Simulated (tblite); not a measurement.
Input of a run (GFN2-xTB geometry optimisation, gas phase (tblite 0.8.0)), started from a force field or distance geometry:
```
{"job": {"kind": "relax", "xc": "GFN2-xTB", "basis": "xTB"}, "charge": 0, "multiplicity": 1}
C     -1.934600    -2.316400     0.340500
C     -0.701700    -2.015700    -0.036600
Si    -0.266000    -0.398500    -0.785900
Si    -1.644800     1.241200    -0.080700
N     -0.597700     2.475100     0.687300
N      1.374400     0.023500    -0.284400
C      2.112700    -0.867900     0.573800
C      1.919200     1.261000    -0.758100
O      1.166500     1.939700    -1.506600
H     -2.137600    -3.300000     0.795100
H     -2.741400    -1.592600     0.194200
H      0.054300    -2.800400     0.150900
H     -0.365800    -0.493100    -2.251700
H     -2.519600     0.690400     0.980600
H     -2.431100     1.830200    -1.163800
H     -0.123100     2.983600    -0.076400
H     -1.078500     3.061700     1.377000
H      1.451800    -1.501300     1.208100
H      2.824600    -0.286200     1.221600
H      2.730400    -1.530400    -0.072200
H      2.899100     1.613200    -0.513200
```

Output (eV, eV/Å):
```
step      E/eV     max force
  0    -762.45424    4.851
  1    -762.82937    2.991
  2    -762.93391    1.537
  3    -763.00575    0.755
  4    -763.07046    0.641
  5    -763.11583    0.680
  6    -763.15328    0.371
  7    -763.17785    0.359
  8    -763.20208    0.425
  9    -763.22283    0.377
 10    -763.24135    0.343
 11    -763.25625    0.265
 12    -763.26630    0.210
 13    -763.27348    0.175
 14    -763.27883    0.145
 15    -763.28293    0.117
 16    -763.28571    0.108
 17    -763.28768    0.094
 18    -763.28961    0.107
 19    -763.29178    0.133
 20    -763.29408    0.142
 21    -763.29633    0.127
 22    -763.29864    0.129
 23    -763.30104    0.133
 24    -763.30308    0.116
 25    -763.30446    0.080
 26    -763.30544    0.095
 27    -763.30650    0.101
 28    -763.30801    0.104
 29    -763.30996    0.127
 30    -763.31198    0.104
 31    -763.31376    0.132
 32    -763.31527    0.115
 33    -763.31631    0.072
 34    -763.31697    0.047
 35    -763.31745    0.058
 36    -763.31787    0.068
 37    -763.31833    0.059
 38    -763.31884    0.053
 39    -763.31934    0.064
 40    -763.31981    0.069
 41    -763.32033    0.073
 42    -763.32078    0.053
 43    -763.32122    0.045
 44    -763.32163    0.040
 45    -763.32193    0.046
 46    -763.32219    0.041
 47    -763.32246    0.038
 48    -763.32275    0.033
 49    -763.32301    0.035
 50    -763.32324    0.042
 51    -763.32344    0.041
 52    -763.32369    0.038
 53    -763.32405    0.048
 54    -763.32454    0.052
 55    -763.32507    0.059
 56    -763.32561    0.054
 57    -763.32615    0.046
 58    -763.32672    0.052
 59    -763.32732    0.050
 60    -763.32781    0.059
 61    -763.32816    0.050
 62    -763.32853    0.041
 63    -763.32904    0.062
 64    -763.32964    0.061
 65    -763.33023    0.057
 66    -763.33067    0.044
 67    -763.33100    0.045
 68    -763.33133    0.050
 69    -763.33166    0.059
 70    -763.33207    0.065
 71    -763.33256    0.054
 72    -763.33344    0.050
 73    -763.33376    0.043
 74    -763.33416    0.032
 75    -763.33435    0.040
 76    -763.33460    0.045
 77    -763.33481    0.045
 78    -763.33499    0.035
 79    -763.33515    0.034
 80    -763.33535    0.051
 81    -763.33566    0.066
 82    -763.33607    0.057
 83    -763.33637    0.039
 84    -763.33653    0.027
 85    -763.33669    0.042
 86    -763.33692    0.055
 87    -763.33721    0.047
 88    -763.33746    0.031
 89    -763.33766    0.030
 90    -763.33783    0.033
 91    -763.33801    0.032
 92    -763.33822    0.035
 93    -763.33845    0.033
 94    -763.33866    0.030
 95    -763.33884    0.033
 96    -763.33898    0.026
 97    -763.33911    0.024
 98    -763.33925    0.036
 99    -763.33939    0.028
100    -763.33952    0.023
101    -763.33963    0.024
102    -763.33975    0.031
103    -763.33997    0.047
104    -763.34024    0.050
105    -763.34049    0.049
106    -763.34068    0.038
107    -763.34083    0.029
108    -763.34098    0.029
109    -763.34110    0.029
110    -763.34118    0.024
111    -763.34125    0.020
112    -763.34131    0.023
113    -763.34137    0.022
114    -763.34143    0.024
115    -763.34149    0.019
116    -763.34155    0.020
117    -763.34163    0.023
118    -763.34172    0.026
119    -763.34181    0.022
120    -763.34190    0.020
121    -763.34199    0.020
122    -763.34206    0.018
123    -763.34213    0.016
124    -763.34219    0.017
125    -763.34226    0.016
126    -763.34235    0.022
127    -763.34245    0.024
128    -763.34257    0.024
129    -763.34270    0.024
130    -763.34285    0.031
131    -763.34298    0.037
132    -763.34311    0.028
133    -763.34321    0.025
134    -763.34330    0.020
135    -763.34337    0.024
136    -763.34343    0.031
137    -763.34351    0.016
138    -763.34363    0.019
139    -763.34374    0.029
140    -763.34390    0.038
141    -763.34405    0.032
142    -763.34417    0.020
143    -763.34424    0.018
144    -763.34428    0.027
145    -763.34434    0.026
146    -763.34442    0.019
147    -763.34449    0.016
148    -763.34453    0.017
149    -763.34456    0.014
150    -763.34461    0.012
151    -763.34466    0.015
152    -763.34471    0.018
153    -763.34476    0.020
154    -763.34480    0.017
155    -763.34485    0.016
156    -763.34490    0.017
157    -763.34494    0.016
158    -763.34497    0.015
159    -763.34500    0.016
160    -763.34505    0.017
161    -763.34509    0.013
162    -763.34513    0.014
163    -763.34516    0.012
164    -763.34518    0.011
165    -763.34520    0.011
166    -763.34521    0.009
```

Summarise the run.

The energy falls by 20.5 kcal/mol over 166 L-BFGS steps, the largest force on an atom goes from 4.85 to 0.009 eV/Å, and the atoms move by 0.403 Å rms after alignment. The bond that changes most is N6–C8 (amide nitrogen to amide carbonyl carbon), which shortens by 0.110 Å. Bonds longer at the end by more than 0.005 Å: 5 of 20; shorter: 12. Among the angles that change most is Si4–Si3–H13, from 108.5° to 120.1°. Among the dihedrals that turn most is Si3–Si4–N5–H16, from 75° to 34°. The energy never rose by more than 1e-5 eV on the way. The first step brought 42 % of the lowering.

What are the final bond lengths?

C1=C2 1.323 Å, C2–Si3 1.891 Å, Si3–Si4 2.310 Å, Si4–N5 1.717 Å, Si3–N6 1.791 Å, N6–C7 1.437 Å, N6–C8 1.323 Å, C8=O9 1.218 Å, C1–H10 1.080 Å, C1–H11 1.078 Å, C2–H12 1.084 Å, Si3–H13 1.473 Å, Si4–H14 1.474 Å, Si4–H15 1.478 Å, N5–H16 1.009 Å, N5–H17 1.008 Å, C7–H18 1.089 Å, C7–H19 1.091 Å, C7–H20 1.092 Å, C8–H21 1.104 Å. Numbering counts from 1 in the input's order; the species is `C=C[Si@@H]([SiH2]N)N(C)C=O`.

Time: 2.9 s. Hardware: one thread, Arm Neoverse N1 (aarch64), shared host with 64 logical CPUs at a one-minute load of 61.

Its GFN2-xTB frequencies are all real (lowest 38 cm⁻¹). The numbers are those of one conformer.

All values are computed, not measured.
